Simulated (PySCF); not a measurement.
**Excitation energy of Ga(2+) by level of theory**

Ga(2+) [Ar] 3d10 4s1 (2S) → Ga(2+) [Ar] 3d10 4p1 (2P), as a difference of total energies. Calculation: PySCF 2.14, in x2c-QZVPPall; scalar relativity by spin-free X2C-1e. Correlated levels: valence and next inner shell: [Ne] frozen. The calculations carry no spin-orbit coupling.

```tsv
method	excitation energy (cm⁻¹)
UHF	63858
LDA	68004
PBE	66560
PBE0	66052
r2SCAN	66020
PW91	66769
B3LYP	66978
M06	67250
r2SCAN0	65914
MP2 (valence and next inner shell)	67086
SCS-MP2 (valence and next inner shell)	66514
```

A first-order spin-orbit estimate (lowest level to lowest level, LS coupling) adds -0.119 eV.

The basis was made for the ground configuration and has no added diffuse functions, so the excitation energy can come out too high.
